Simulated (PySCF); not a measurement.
C6H8ClO2 (doublet state).
Atom-mapped SMILES: `[CH2:1]/[C:2]([O:3][CH:4]=[O:5])=[C:6](/[CH3:7])[CH2:8][Cl:9]` (hydrogens: H10, H11 on C1; H12 on C4; H13, H14, H15 on C7; H16, H17 on C8)

Cartesian coordinates in Å at the GFN2-xTB level; atoms count from 1:
```
atom  x, y, z in Å
C1     1.258   -1.720    0.180
C2     0.725   -0.471    0.287
O3     1.589    0.507    0.825
C4     1.912    1.548    0.077
O5     1.547    1.787   -1.034
C6    -0.580   -0.083   -0.044
C7    -1.124    1.253    0.317
C8    -1.492   -1.027   -0.715
Cl9   -2.298   -2.097    0.530
H10    2.280   -1.891    0.462
H11    0.673   -2.561   -0.132
H12    2.603    2.185    0.657
H13   -0.608    1.679    1.175
H14   -2.186    1.175    0.541
H15   -1.008    1.947   -0.521
H16   -0.989   -1.707   -1.398
H17   -2.308   -0.511   -1.217
```

The hyperfine couplings belong to this conformer and change with its torsions.

Method used: UKS B3LYP, pcH-1 on C Cl H O, non-relativistic, mean-field spin-orbit, GIAO (PySCF 2.14.0). Isolated species at its GFN2-xTB geometry (one conformer only). A GFN2-xTB geometry isn't a minimum of the functional, and hyperfine couplings can be far from their values at a DFT geometry. The SCF solution wasn't tested for stability. ⟨S²⟩ is 0.776 where a pure state has 0.75.

(1) Match the computed a_iso(13C) values +62.2, -53.7, +47.0, -22.6, -14.0, -7.9 MHz with the sites C1; C2; C4; C6; C7; C8.

(2) The isotropic 17O couplings are +5.8, -0.8 MHz. Assign them to O3; O5.

Answers

(1) 
```tsv
site	a_iso (MHz)	ρ(0) (bohr⁻³)	position	distance from C6 (Å)	spin population	largest |T| (MHz)
C1	+47.0	+0.0419	a main spin site	2.47	+0.59	88.4
C2	-53.7	-0.0478	1 bond from C1	1.40	-0.24	30.7
C4	-7.9	-0.0070	3 bonds from C6	2.98	0.00	1.2
C6	+62.2	+0.0553	largest spin population	0.00	+0.65	110.0
C7	-22.6	-0.0201	1 bond from C6	1.49	-0.05	1.9
C8	-14.0	-0.0124	1 bond from C6	1.47	-0.04	2.0
```

(2) 
```json
{"site": "O3", "a_iso (MHz)": "+5.8", "ρ(0) (bohr⁻³)": "-0.0096", "position": "2 bonds from C1", "distance from C6 (Å)": "2.41", "spin population": "0.00", "largest |T| (MHz)": "3.2"}
{"site": "O5", "a_iso (MHz)": "-0.8", "ρ(0) (bohr⁻³)": "+0.0013", "position": "4 bonds from C6", "distance from C6 (Å)": "3.00", "spin population": "0.00", "largest |T| (MHz)": "2.2"}
```

ρ(0) is the spin density at the nucleus and T the dipolar tensor; a_iso includes a spin–orbit part; entries for several nuclei are means. The Mulliken spin populations are largest on C6 (+0.65), C1 (+0.59), C2 (-0.24) and Cl9 (+0.07). The angles at C6 add up to 359.9°, so it is planar. Main spin sites, with 60 % or more of the largest population: C1, C6; positions count bonds from the nearest.

β density exceeds α density at some nuclei, such as C2 (-0.0478), C7 (-0.0201) and C8 (-0.0124), spin density in bohr⁻³. In a single determinant that takes different orbitals for the two spins, that is spin polarisation.

Class means assume fast exchange of nuclei equivalent by connectivity; if that motion is slow, each nucleus keeps its own coupling. H10 and H11 aren't averaged: C1 is flat or nearly so (angle sum 360°), and its turn about the short C1–C2 bond (1.36 Å) is taken as slow. The three 1H nuclei of mean +50.0 MHz run from 21.2 to 97.8 MHz in the frozen geometry.

The SMILES `[CH2]/C(OC=O)=C(/C)CCl` draws the unpaired electron on C1, whose computed spin population is only +0.59.

The run took 2.4 min wall (with the writing of density and orbital grids) on Arm Neoverse V2, one thread, no GPU (shared host), and the process peaked at 1.1 GiB of memory.
